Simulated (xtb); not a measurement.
Cl3Sm (SMILES [Cl][Sm]([Cl])[Cl]), sextet, from a rough starting geometry (GFN-xTB shapes and energies of metal compounds can be far from the true ones) (GFN-xTB holds the 4f electrons in the core, so unpaired electrons go into valence orbitals and the state isn't the physical one); xtb with GFN2-xTB.

Input for xtb:
```
$ xtb mol.xyz --gfn 2 --uhf 5 --opt vtight --json

# file mol.xyz
4

Sm    -0.03042470    -0.03723072    -0.02298940
Cl    -2.01679773    -1.24462927    -0.31428019
Cl     0.08431742     2.37450932    -0.74661661
Cl     1.98463170    -1.13957211     1.03458718
```

The log (banner, timings and long lists left out):

```
   ID    Z sym.   atoms
    1   62 Sm     1
    2   17 Cl     2-4

           -------------------------------------------------
          |                Calculation Setup                |
           -------------------------------------------------

           -------------------------------------------------
          |                 G F N 2 - x T B                 |
           -------------------------------------------------

          ...................................................
          :                      SETUP                      :
          :.................................................:
          :  # basis functions                  40          :
          :  # atomic orbitals                  36          :
          :  # shells                           12          :
          :  # electrons                        24          :
          :  max. iterations                   250          :
          :  Hamiltonian                  GFN2-xTB          :
          :  restarted?                      false          :
          :  GBSA solvation                  false          :
          :  PC potential                    false          :
          :  electronic temp.          300.0000000     K    :
          :  accuracy                    1.0000000          :
          :  -> integral cutoff          0.2500000E+02      :
          :  -> integral neglect         0.1000000E-07      :
          :  -> SCF convergence          0.1000000E-05 Eh   :
          :  -> wf. convergence          0.1000000E-03 e    :
          :  Broyden damping             0.4000000          :
          :  net charge                          0          :
          :  unpaired electrons                  5          :
          ...................................................

 iter      E             dE          RMSdq      gap      omega  full diag
   1     -0.8776100 -0.877610E+00  0.564E+01    0.05       0.0  T
   2    -11.4552758 -0.105777E+02  0.297E+01    0.09       1.0  T
   3    -12.2159465 -0.760671E+00  0.260E+01    0.00       1.0  T
   4    -14.1139801 -0.189803E+01  0.170E+01    0.04       1.0  T
   5    -14.1235794 -0.959924E-02  0.161E+01    0.02       1.0  T
   6    -14.1482356 -0.246563E-01  0.156E+01    0.03       1.0  T
   7    -14.2391553 -0.909197E-01  0.148E+01    0.03       1.0  T
   8    -14.3288217 -0.896664E-01  0.143E+01    0.03       1.0  T
   9    -14.4637699 -0.134948E+00  0.135E+01    0.04       1.0  T
  10    -14.2608304  0.202940E+00  0.148E+01    0.04       1.0  T
  11    -14.4995205 -0.238690E+00  0.120E+01    0.02       1.0  T
  12    -14.4383023  0.612183E-01  0.128E+01    0.00       1.0  T
  13    -14.4501090 -0.118067E-01  0.125E+01    0.01       1.0  T
  14    -14.2331341  0.216975E+00  0.147E+01    0.02       1.0  T
  15    -14.2354226 -0.228851E-02  0.152E+01    0.02       1.0  T
  16    -14.2585866 -0.231640E-01  0.155E+01    0.03       1.0  T
  17    -14.2349018  0.236848E-01  0.155E+01    0.05       1.0  T
  18     -8.3618384  0.587306E+01  0.361E+01    0.33       1.0  T
  19     -8.3751942 -0.133558E-01  0.361E+01    0.33       1.0  T
  20    -14.2240580 -0.584886E+01  0.161E+01    0.07       1.0  T
  21    -14.2166397  0.741830E-02  0.162E+01    0.05       1.0  T
  22    -14.1991826  0.174572E-01  0.163E+01    0.06       1.0  T
  23    -14.1824346  0.167480E-01  0.168E+01    0.04       1.0  T
  24    -14.1542666  0.281680E-01  0.170E+01    0.06       1.0  T
  25    -14.1567050 -0.243841E-02  0.169E+01    0.04       1.0  T
  26    -14.1609388 -0.423378E-02  0.164E+01    0.05       1.0  T
  27    -14.2063175 -0.453786E-01  0.158E+01    0.01       1.0  T
  28    -14.2104809 -0.416346E-02  0.150E+01    0.01       1.0  T
  29    -14.2638525 -0.533716E-01  0.129E+01    0.01       1.0  T
  30    -14.2637812  0.713083E-04  0.129E+01    0.01       1.0  T
  31    -14.2676436 -0.386241E-02  0.127E+01    0.01       1.0  T
  32    -14.2285350  0.391087E-01  0.111E+01    0.04       1.0  T
  33    -14.3019599 -0.734250E-01  0.107E+01    0.06       1.0  T
  34    -14.3019862 -0.263006E-04  0.107E+01    0.06       1.0  T
  35    -14.4369732 -0.134987E+00  0.967E+00    0.06       1.0  T
  36    -14.3245509  0.112422E+00  0.993E+00    0.07       1.0  T
  37    -14.2671528  0.573981E-01  0.101E+01    0.07       1.0  T
  38    -14.3287891 -0.616362E-01  0.977E+00    0.07       1.0  T
  39    -14.3853554 -0.565663E-01  0.950E+00    0.08       1.0  T
  40    -14.4672342 -0.818788E-01  0.923E+00    0.09       1.0  T
  41    -14.4710302 -0.379598E-02  0.922E+00    0.09       1.0  T
  42    -14.4603339  0.106963E-01  0.925E+00    0.09       1.0  T
  43    -14.4966742 -0.363403E-01  0.920E+00    0.09       1.0  T
  44    -14.5093784 -0.127042E-01  0.913E+00    0.09       1.0  T
  45    -14.5228423 -0.134639E-01  0.907E+00    0.09       1.0  T
  46    -14.5231915 -0.349190E-03  0.908E+00    0.09       1.0  T
  47    -14.5216962  0.149528E-02  0.916E+00    0.09       1.0  T
  48    -14.5105592  0.111370E-01  0.947E+00    0.09       1.0  T
  49    -14.5342750 -0.237158E-01  0.868E+00    0.08       1.0  T
  50    -14.5338728  0.402165E-03  0.864E+00    0.08       1.0  T
  51    -14.4980976  0.357753E-01  0.927E+00    0.08       1.0  T
  52    -14.4257973  0.723003E-01  0.105E+01    0.07       1.0  T
  53    -14.4320455 -0.624821E-02  0.104E+01    0.07       1.0  T
  54    -14.4630070 -0.309615E-01  0.980E+00    0.07       1.0  T
  55    -14.4987941 -0.357871E-01  0.903E+00    0.07       1.0  T
  56    -14.5217635 -0.229694E-01  0.832E+00    0.06       1.0  T
  57    -14.5372624 -0.154989E-01  0.746E+00    0.05       1.0  T
  58    -14.5612834 -0.240210E-01  0.640E+00    0.04       1.0  T
  59    -14.5613857 -0.102270E-03  0.620E+00    0.04       1.0  T
  60    -14.5552660  0.611967E-02  0.609E+00    0.03       1.0  T
  61    -14.5634887 -0.822266E-02  0.592E+00    0.03       1.0  T
  62    -14.5316492  0.318395E-01  0.620E+00    0.03       1.0  T
[...]
 * total energy  :   -14.6736883 Eh     change       -0.2597811E-06 Eh
 * total energy  :   -14.6736885 Eh     change       -0.1866177E-06 Eh
 * total energy  :   -14.6736887 Eh     change       -0.2191783E-06 Eh
 * total energy  :   -14.6736890 Eh     change       -0.2498852E-06 Eh
 * total energy  :   -14.6736892 Eh     change       -0.2200101E-06 Eh
 * total energy  :   -14.6736894 Eh     change       -0.1973673E-06 Eh
 * total energy  :   -14.6736895 Eh     change       -0.1713721E-06 Eh
 * total energy  :   -14.6736897 Eh     change       -0.1456278E-06 Eh
 * total energy  :   -14.6736898 Eh     change       -0.1296949E-06 Eh
 * total energy  :   -14.6736899 Eh     change       -0.1160230E-06 Eh
 * total energy  :   -14.6736900 Eh     change       -0.1077249E-06 Eh
 * total energy  :   -14.6736901 Eh     change       -0.1023334E-06 Eh
 * total energy  :   -14.6736902 Eh     change       -0.9390273E-07 Eh
   *** GEOMETRY OPTIMIZATION CONVERGED AFTER 33 ITERATIONS ***
[...]
          :  net charge                          0          :
          :  unpaired electrons                  5          :
          ...................................................

 iter      E             dE          RMSdq      gap      omega  full diag
   1    -14.6823886 -0.146824E+02  0.859E-05    0.10       0.0  T
   2    -14.6823886  0.341753E-10  0.148E-04    0.10     338.8  T
   3    -14.6823886 -0.205453E-10  0.107E-04    0.10     468.2  T

   *** convergence criteria satisfied after 3 iterations ***

         :::::::::::::::::::::::::::::::::::::::::::::::::::::
         ::                     SUMMARY                     ::
         :::::::::::::::::::::::::::::::::::::::::::::::::::::
         :: total energy             -14.673690236284 Eh    ::
         :: gradient norm              0.000022084468 Eh/a0 ::
         :: HOMO-LUMO gap              0.098999304299 eV    ::
         ::.................................................::
         :: SCC energy               -14.682388037409 Eh    ::
         :: -> isotropic ES           -0.018602989670 Eh    ::
         :: -> anisotropic ES         -0.004063114275 Eh    ::
         :: -> anisotropic XC         -0.017676123288 Eh    ::
         :: -> dispersion             -0.003446001577 Eh    ::
         :: repulsion energy           0.008697801125 Eh    ::
         :: add. restraining           0.000000000000 Eh    ::
         :: total charge               0.000000000002 e     ::
         :::::::::::::::::::::::::::::::::::::::::::::::::::::

           -------------------------------------------------
          |                Property Printout                |
           -------------------------------------------------

    * Orbital Energies and Occupations

         #    Occupation            Energy/Eh            Energy/eV
      -------------------------------------------------------------
         1        2.0000           -1.1413925             -31.0589
         2        2.0000           -1.1171870             -30.4002
         3        2.0000           -1.0835102             -29.4838
         4        2.0000           -0.5091843             -13.8556
         5        2.0000           -0.4949124             -13.4673
         6        2.0000           -0.4908837             -13.3576
         7        2.0000           -0.4757110             -12.9448
         8        1.9721           -0.4652347             -12.6597
         9        1.9148           -0.4641154             -12.6292
        10        1.7230           -0.4627714             -12.5927
        11        1.3900           -0.4614349             -12.5563
        12        1.0000           -0.4411205             -12.0035
        13        0.9828           -0.3506629              -9.5420
        14        0.8701           -0.3486263              -9.4866 (HOMO)
        15        0.1270           -0.3449881              -9.3876 (LUMO)
        16        0.0199           -0.3431173              -9.3367
        17        0.0002           -0.3388761              -9.2213
        18                         -0.1802265              -4.9042
        19                         -0.0489224              -1.3312
        20                         -0.0233173              -0.6345
        21                         -0.0232891              -0.6337
        22                         -0.0223813              -0.6090
        23                         -0.0201817              -0.5492
        24                         -0.0194261              -0.5286
        25                         -0.0189403              -0.5154
       ...                                ...                  ...
        36                          0.8619865              23.4558
      -------------------------------------------------------------
                  HL-Gap            0.0036382 Eh            0.0990 eV
             Fermi-level           -0.4043398 Eh          -11.0026 eV

     #   Z          covCN         q      C6AA      α(0)
     1  62 Sm       2.145    -0.216   424.842    46.560
     2  17 Cl       1.064     0.050    97.733    15.125
     3  17 Cl       1.063     0.104    96.146    15.001
     4  17 Cl       0.715     0.062    97.051    15.068

 Mol. C6AA /au·bohr⁶  :       2461.982319
 Mol. C8AA /au·bohr⁸  :     250367.169568
 Mol. α(0) /au        :         91.754420

Wiberg/Mayer (AO) data.
largest (>0.10) Wiberg bond orders for each atom

 ---------------------------------------------------------------------------
     #   Z sym  total        # sym  WBO       # sym  WBO       # sym  WBO
 ---------------------------------------------------------------------------
     1  62 Sm   2.054 --     4 Cl   0.735     3 Cl   0.683     2 Cl   0.636
     2  17 Cl   1.255 --     1 Sm   0.636     3 Cl   0.486     4 Cl   0.133
     3  17 Cl   1.249 --     1 Sm   0.683     2 Cl   0.486
     4  17 Cl   0.947 --     1 Sm   0.735     2 Cl   0.133
 ---------------------------------------------------------------------------

Topologies differ in total number of bonds
Writing topology from bond orders to xtbtopo.mol

molecular dipole:
                 x           y           z       tot (Debye)
 q only:       -0.412      -0.015      -0.137
   full:        0.493       0.372       0.051       1.576
molecular quadrupole (traceless):
                xx          xy          yy          xz          yz          zz
 q only:       -0.517      -1.914       1.374       1.064      -1.665      -0.856
  q+dip:        0.475       1.215       0.495       0.104      -0.090      -0.970
   full:       -0.633       3.809      -0.513      -2.403       2.332       1.146

optimized geometry written to: xtbopt.xyz

           -------------------------------------------------
          | TOTAL ENERGY              -14.673690236284 Eh   |
          | GRADIENT NORM               0.000022084468 Eh/α |
          | HOMO-LUMO GAP               0.098999304299 eV   |
           -------------------------------------------------

normal termination of xtb
```
